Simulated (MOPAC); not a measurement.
MOPAC input (PM3):

```
PM3 FORCE THERMO(298,298) PRECISE LET UHF MS=0.5 GEO-OK AUX(PRECISION=9) THREADS=1
C2H6BO

C     1.37469981 1   -0.52069141 1   -0.20086121 1
B    -0.01000645 1    0.17180468 1    0.04342571 1
C    -1.30349609 1   -0.70040133 1   -0.10772871 1
O    -0.08324341 1    1.42763219 1    0.36077989 1
H     2.22787868 1    0.15387194 1   -0.07638215 1
H     1.49106724 1   -1.35400302 1    0.50300113 1
H     1.40223689 1   -0.92355969 1   -1.22082107 1
H    -1.25867814 1   -1.53853377 1    0.59860164 1
H    -1.34750156 1   -1.10809669 1   -1.12519413 1
H    -2.22841623 1   -0.14518628 1    0.07857233 1
```

From the output:

```
     H   10   0.003969   0.561886   0.561814   5.545949

          HEAT OF FORMATION =     -59.309904 KCALS/MOLE

          ZERO POINT ENERGY      49.317 KCAL/MOL

           NORMAL COORDINATE ANALYSIS (Total motion = 1 Angstrom)

   Root No.       1         2         3         4         5         6         7         8

                 1 A2      1 B1      1 B2      1 A1      2 B1      2 A2      2 A1      2 B2

                  18.1      54.7     277.8     292.8     445.4     758.0     764.8     821.4

           1   -0.0000    0.0000   -0.0645   -0.0268   -0.0000   -0.0000    0.1055   -0.0159
           2    0.0000   -0.0000    0.0470   -0.0655    0.0000    0.0000    0.0046    0.0314
           3   -0.0090    0.0135    0.0000   -0.0000   -0.0076   -0.0360   -0.0000    0.0000
           4   -0.0000    0.0000   -0.0924   -0.0301    0.0000   -0.0000   -0.0291    0.0216
           5   -0.0000   -0.0000   -0.0556    0.0500   -0.0000   -0.0000    0.0484    0.0130
           6   -0.0000    0.0033    0.0000    0.0000    0.1139   -0.0000    0.0000   -0.0000
           7    0.0000    0.0000    0.0113    0.0704   -0.0000    0.0000   -0.0534    0.0203
           8   -0.0000   -0.0000   -0.0790   -0.0069    0.0000   -0.0000   -0.0911   -0.0287
           9    0.0090    0.0135   -0.0000   -0.0000   -0.0076    0.0360   -0.0000   -0.0000
          10   -0.0000   -0.0000    0.1110   -0.0262   -0.0000   -0.0000   -0.0318   -0.0002
          11   -0.0000    0.0000    0.0668    0.0435    0.0000   -0.0000    0.0528   -0.0001
          12   -0.0000   -0.0254   -0.0000    0.0000   -0.0376   -0.0000    0.0000    0.0000
          13    0.0000    0.0000   -0.1144    0.0589   -0.0000    0.0000    0.1380    0.1622
          14   -0.0000   -0.0000    0.0685   -0.1046    0.0000   -0.0000   -0.0106   -0.0507
          15    0.1425    0.1645    0.0000   -0.0000   -0.0965    0.0692   -0.0000   -0.0000
          16   -0.0170   -0.0069   -0.0506   -0.0781   -0.1467    0.1922    0.0983   -0.1328
          17    0.1411    0.1362    0.0670   -0.1006   -0.0127    0.0062   -0.0047   -0.0477
          18   -0.1008   -0.0712   -0.0046   -0.0003   -0.0629    0.0444    0.0043   -0.0028
          19    0.0169    0.0069   -0.0506   -0.0781    0.1467   -0.1922    0.0983   -0.1328
          20   -0.1411   -0.1362    0.0670   -0.1006    0.0127   -0.0062   -0.0047   -0.0477
          21   -0.1008   -0.0712    0.0046    0.0003   -0.0629    0.0444   -0.0043    0.0028
          22    0.1168   -0.1171    0.0355    0.1254    0.0799    0.0954   -0.0418   -0.1043
          23   -0.0811    0.0698   -0.0761    0.0219    0.1237    0.1670   -0.0890   -0.0950
          24    0.1008   -0.0712    0.0046   -0.0003   -0.0629   -0.0444    0.0043    0.0028
          25   -0.1168    0.1171    0.0355    0.1254   -0.0799   -0.0954   -0.0418   -0.1043
          26    0.0811   -0.0698   -0.0761    0.0219   -0.1237   -0.1670   -0.0890   -0.0950
          27    0.1008   -0.0712   -0.0046    0.0003   -0.0629   -0.0444   -0.0043   -0.0028
          28   -0.0000    0.0000    0.0070    0.0649   -0.0000   -0.0000   -0.0553    0.0311
          29    0.0000   -0.0000   -0.1331   -0.1010    0.0000    0.0000   -0.1269    0.1670
          30   -0.1425    0.1645   -0.0000   -0.0000   -0.0965   -0.0692   -0.0000    0.0000

   Root No.       9        10        11        12        13        14        15        16

                 3 B1      3 A1      3 B2      4 A1      4 B2      5 B2      5 A1      3 A2

                 900.4     902.6     959.6    1276.2    1289.6    1376.7    1380.0    1383.7

           1   -0.0000   -0.0048   -0.0993    0.0358   -0.0339   -0.0079   -0.0090   -0.0000
           2    0.0000   -0.0372   -0.0147   -0.0074    0.0098   -0.0206   -0.0210    0.0000
           3   -0.0410   -0.0000    0.0000   -0.0000    0.0000   -0.0000   -0.0000   -0.0227
           4    0.0000   -0.0065    0.1731   -0.0171   -0.0055    0.0001    0.0012    0.0000
           5   -0.0000    0.0109    0.1042    0.0284   -0.0033    0.0001   -0.0019    0.0000
           6    0.0871    0.0000   -0.0000    0.0000    0.0000   -0.0000   -0.0000    0.0000
           7   -0.0000    0.0352   -0.0595   -0.0102   -0.0072   -0.0219    0.0228    0.0000
           8    0.0000   -0.0132   -0.0809   -0.0351   -0.0345    0.0027   -0.0019   -0.0000
           9   -0.0410   -0.0000   -0.0000   -0.0000   -0.0000    0.0000   -0.0000    0.0227
          10   -0.0000   -0.0113    0.0143    0.0106    0.0011   -0.0007   -0.0006    0.0000
          11    0.0000    0.0188    0.0086   -0.0176    0.0007   -0.0004    0.0010    0.0000
          12   -0.0128    0.0000   -0.0000   -0.0000    0.0000   -0.0000    0.0000    0.0000
          13    0.0000   -0.1987   -0.2083   -0.1259    0.1422    0.1027    0.1031    0.0000
          14   -0.0000    0.0518    0.0432    0.0560   -0.0592   -0.0528   -0.0536   -0.0000
          15    0.0545    0.0000    0.0000    0.0000   -0.0000   -0.0000   -0.0000    0.2182
          16    0.1740    0.1114    0.0032   -0.1315    0.1362   -0.0035    0.0003   -0.0676
          17    0.0029    0.0443    0.0383    0.0185   -0.0137    0.1530    0.1525   -0.1069
          18    0.0341    0.0010    0.0054   -0.0685    0.0692   -0.0966   -0.0949    0.0280
          19   -0.1740    0.1114    0.0032   -0.1315    0.1362   -0.0035    0.0003    0.0676
          20   -0.0029    0.0443    0.0383    0.0185   -0.0137    0.1530    0.1525    0.1069
          21    0.0341   -0.0010   -0.0054    0.0685   -0.0692    0.0966    0.0949    0.0280
          22   -0.0840   -0.0913    0.0353    0.0452    0.0517    0.1335   -0.1349   -0.1261
          23   -0.1523   -0.0777   -0.0151    0.1249    0.1268   -0.0747    0.0711   -0.0097
          24    0.0341    0.0010   -0.0054   -0.0685   -0.0692    0.0966   -0.0949   -0.0280
          25    0.0840   -0.0913    0.0353    0.0452    0.0517    0.1335   -0.1349    0.1261
          26    0.1523   -0.0777   -0.0151    0.1249    0.1268   -0.0747    0.0711    0.0097
          27    0.0341   -0.0010    0.0054    0.0685    0.0692   -0.0966    0.0949   -0.0280
          28    0.0000    0.0472   -0.0593    0.0094    0.0143    0.0015   -0.0009   -0.0000
          29   -0.0000    0.1998   -0.2042    0.1375    0.1534    0.1155   -0.1162    0.0000
          30    0.0545    0.0000   -0.0000    0.0000    0.0000    0.0000   -0.0000   -0.2182

   Root No.      17        18        19        20        21        22        23        24

                 4 B1      6 A1      4 A2      5 B1      6 B2      7 A1      7 B2      8 A1

                1384.5    1465.2    3088.0    3088.9    3100.1    3101.4    3183.6    3184.4

           1   -0.0000   -0.0212   -0.0000   -0.0000    0.0005   -0.0003   -0.0119    0.0121
           2    0.0000    0.0034    0.0000    0.0000   -0.0249    0.0250   -0.0027    0.0028
           3   -0.0226    0.0000   -0.0288   -0.0289   -0.0000    0.0000    0.0000    0.0000
           4   -0.0000   -0.0986    0.0000   -0.0000   -0.0001   -0.0006   -0.0011    0.0006
           5    0.0000    0.1639    0.0000    0.0000   -0.0000    0.0010   -0.0007   -0.0010
           6   -0.0006    0.0000   -0.0000   -0.0005   -0.0000    0.0000    0.0000   -0.0000
           7   -0.0000    0.0069    0.0000   -0.0000   -0.0217   -0.0219   -0.0080   -0.0082
           8    0.0000    0.0203   -0.0000    0.0000    0.0121    0.0119   -0.0093   -0.0094
           9   -0.0226    0.0000    0.0288   -0.0289    0.0000    0.0000   -0.0000   -0.0000
          10    0.0000    0.0669    0.0000   -0.0000   -0.0001    0.0003   -0.0000   -0.0002
          11    0.0000   -0.1112    0.0000    0.0000   -0.0001   -0.0004   -0.0000    0.0003
          12    0.0000   -0.0000   -0.0000   -0.0002   -0.0000    0.0000    0.0000   -0.0000
          13    0.0000    0.0703   -0.0000   -0.0000    0.0818   -0.0815    0.0688   -0.0683
          14   -0.0000   -0.0292    0.0000    0.0000    0.1860   -0.1859    0.1799   -0.1797
          15    0.2173   -0.0000   -0.0143   -0.0143    0.0000   -0.0000    0.0000   -0.0000
          16   -0.0685    0.1103   -0.0751   -0.0751   -0.0439    0.0438    0.0406   -0.0407
          17   -0.1069    0.0082    0.1168    0.1166    0.0567   -0.0565   -0.0734    0.0734
          18    0.0276    0.0490    0.1814    0.1812    0.1155   -0.1152   -0.1210    0.1210
          19    0.0685    0.1103    0.0751    0.0751   -0.0439    0.0438    0.0406   -0.0407
          20    0.1069    0.0082   -0.1168   -0.1166    0.0567   -0.0565   -0.0734    0.0734
          21    0.0276   -0.0490    0.1814    0.1812   -0.1155    0.1152    0.1210   -0.1210
          22    0.1265   -0.0589    0.0680   -0.0679    0.0296    0.0294   -0.0459   -0.0459
          23    0.0105   -0.0936   -0.1211    0.1209   -0.0653   -0.0651    0.0702    0.0703
          24    0.0276    0.0490   -0.1814    0.1812   -0.1155   -0.1152    0.1210    0.1210
          25   -0.1265   -0.0589   -0.0680    0.0679    0.0296    0.0294   -0.0459   -0.0459
          26   -0.0105   -0.0936    0.1211   -0.1210   -0.0653   -0.0652    0.0702    0.0703
          27    0.0276   -0.0490   -0.1814    0.1812    0.1155    0.1152   -0.1210   -0.1210
          28    0.0000   -0.0071    0.0000   -0.0000    0.2027    0.2024    0.1912    0.1907
          29   -0.0000   -0.0757   -0.0000    0.0000   -0.0148   -0.0150   -0.0235   -0.0238
          30    0.2173   -0.0000    0.0143   -0.0143   -0.0000   -0.0000   -0.0000   -0.0000

           MASS-WEIGHTED COORDINATE ANALYSIS (NORMAL COORDINATES)

   Root No.       1         2         3         4         5         6         7         8

                 1 A2      1 B1      1 B2      1 A1      2 B1      2 A2      2 A1      2 B2

                  18.1      54.7     277.8     292.8     445.4     758.0     764.8     821.4

           1   -0.0000    0.0000   -0.2858   -0.1719   -0.0000   -0.0000    0.5507   -0.1313
           2    0.0000   -0.0000    0.2082   -0.4195    0.0000    0.0000    0.0238    0.2602
           3   -0.0767    0.1157    0.0000   -0.0000   -0.0490   -0.2803   -0.0000    0.0000
           4   -0.0000    0.0000   -0.3884   -0.1829    0.0000   -0.0000   -0.1441    0.1694
           5   -0.0000   -0.0000   -0.2338    0.3039   -0.0000   -0.0000    0.2395    0.1019
           6   -0.0000    0.0267    0.0000    0.0000    0.6997   -0.0000    0.0000   -0.0000
           7    0.0000    0.0000    0.0502    0.4512   -0.0000    0.0000   -0.2788    0.1684
           8   -0.0000   -0.0000   -0.3501   -0.0445    0.0000   -0.0000   -0.4755   -0.2378
           9    0.0768    0.1157   -0.0000   -0.0000   -0.0490    0.2803   -0.0000   -0.0000
          10   -0.0000   -0.0000    0.5678   -0.1934   -0.0000   -0.0000   -0.1914   -0.0022
          11   -0.0000    0.0000    0.3418    0.3212    0.0000   -0.0000    0.3180   -0.0013
          12   -0.0000   -0.2500   -0.0000    0.0000   -0.2810   -0.0000    0.0000    0.0000
          13    0.0000    0.0000   -0.1468    0.1092   -0.0000    0.0000    0.2088    0.3891
          14   -0.0000   -0.0000    0.0879   -0.1941    0.0000   -0.0000   -0.0160   -0.1217
          15    0.3518    0.4069    0.0000   -0.0000   -0.1811    0.1563   -0.0000   -0.0000
          16   -0.0419   -0.0171   -0.0649   -0.1449   -0.2753    0.4339    0.1486   -0.3186
          17    0.3485    0.3368    0.0860   -0.1866   -0.0238    0.0139   -0.0072   -0.1145
          18   -0.2489   -0.1760   -0.0059   -0.0005   -0.1180    0.1002    0.0065   -0.0068
          19    0.0419    0.0171   -0.0649   -0.1449    0.2753   -0.4339    0.1486   -0.3186
          20   -0.3485   -0.3368    0.0860   -0.1866    0.0238   -0.0139   -0.0072   -0.1145
          21   -0.2489   -0.1760    0.0059    0.0005   -0.1180    0.1002   -0.0065    0.0068
          22    0.2884   -0.2896    0.0456    0.2327    0.1499    0.2154   -0.0632   -0.2503
          23   -0.2001    0.1728   -0.0976    0.0407    0.2321    0.3769   -0.1347   -0.2279
```
